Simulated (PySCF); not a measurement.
Work out the structure from these simulated measurements.

Formula: C2H4Se.

| Property | Result |
| --- | --- |
| 1H NMR | chemical shifts (computed TMS as zero) by class: 12.13 (1 H), 3.27 (3 H) ppm [GIAO PBE0/pcSseg-1] |
| Couplings | largest of the computed one-bond spin–spin couplings (means over like bonds): 13C–1H +174.2, 13C–1H +136.3 (×3), 13C–13C +42.1 Hz [B3LYP/pcJ-1 (pcSseg-1 on Se)] |
| 13C NMR | chemical shifts (computed TMS as zero) by class: 290.4 (1 C), 46.2 (1 C) ppm [GIAO PBE0/pcSseg-1] |
| NMR, other nuclei | isotropic shieldings of nuclei other than C and H, by class: -891 (1 Se) ppm [GIAO PBE0/pcSseg-1] |
| Valence photoelectron | vertical ionisation energy: 8.55 eV [ΔSCF B3LYP/def2-SVPD] |
| Triplet | lowest triplet excitation (Tamm–Dancoff): 1.62 eV [TDA B3LYP/def2-SVPD] |
| Rotational structure | rotational constants A, B, C: 46.878, 3.925, 3.705 GHz [PBE0-D3(BJ)/def2-SVP] |
| UV, strongest line | among the 10 lowest singlet transitions: S3 at 5.46 eV (227 nm, f = 0.189) [TDDFT B3LYP/def2-SVPD] |
| Polarisability | 56.7 au [B3LYP/def2-SVPD] |

Gas-phase values; electronic properties from PySCF, density fitting. Levels stand in brackets. Geometry: PBE0-D3(BJ)/def2-SVP; no solvent, vibrations or thermal averaging. Relativistic effects, spin–orbit coupling among them, are left out although an element past zinc is present. NMR classes are plain means over equivalent atoms (diastereotopic ones count apart unless rotation or inversion swaps them), as if these changed places fast.

Q: Give a SMILES that accounts for the data.

A: Numbering: `[CH3:1][CH:2]=[Se:3]`. 2 carbons fall into 2 classes; from least to most shielded: carbon bonded to C, Se and H [C2] (290.4 ppm), methyl carbon [C1] (46.2 ppm). Hydrogen classes from least to most shielded: 1 H on a carbon bonded to C, Se and H, C2 (12.13 ppm), 3 H on a methyl carbon, C1 (3.27 ppm). The other shieldings belong to: -891 ppm, selenium bonded to C [Se3]. The couplings run between: +174.2 Hz, carbon bonded to C, Se and H [C2] and its hydrogen; +136.3 Hz, methyl carbon [C1] and its hydrogen (with 2 like pairs); +42.1 Hz, methyl carbon [C1] and carbon bonded to C, Se and H [C2]. The first electron is taken from the HOMO, whose largest Löwdin shares are 0.79 on the selenium bonded to C and 0.14 on the carbon bonded to C, Se and H. The optimised geometry has point group Cs and is an asymmetric top. Structure: ethaneselenal, `CC=[Se]`. The assignments are read from this structure; whether some other isomer fits the data as well wasn't checked. NMR values of atoms bound to Se lack the spin–orbit term that these neighbours bring.
